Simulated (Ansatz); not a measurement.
Calculated with Ansatz (gas phase, PBE0-D4/def2-TZVP geometries, no zero-point term in ΔE). CCSD(T)/CBS is the MP2 limit (def2-TZVPP, def2-QZVPP) plus CCSD(T) − MP2 in def2-TZVPP, frozen cores. This one scheme is used for every species. DFT in def2-TZVPP. Elements past krypton have def2 core potentials. For Sn outer-core shells are correlated without core-valence functions, which leaves a few kJ/mol of doubt a bond. One conformer a species, not always the lowest.

Consider the ligand exchange at the Sn–C bond: `[CH3][SnH]([OH])[CH]=O` + CH₃OH → `C[O][SnH]([CH3])[OH]` + `C=O`.

```csv
level,ΔE (kcal/mol)
PBE0,-10.1
CCSD/def2-TZVPP,-12.8
SCS-MP2/def2-QZVPP,-14.2
HF/CBS(def2),-14.9
```

(1) What does CCSD(T)/CBS give? (Estimate.)

Largest T1 diagnostic among the species: 0.015.

## Answers

(1) The calculation gave: -13.1 kcal/mol. The listed levels differ from it by 3.0, 0.3, -1.1, -1.8 kcal/mol.

In def2-TZVPP, CCSD(T) changes the Hartree–Fock value by +1.9 kcal/mol (the triples alone add +0.2 kcal/mol) and MP2 by +1.0 kcal/mol. From PBE to PBE0 (25 % exact exchange), in def2-TZVPP and without D4, ΔE moves by −0.9 kcal/mol.

CCSD(T)/CBS has its own doubt, a few kJ/mol and more with outer-core shells, so smaller differences from it don't rank the levels.
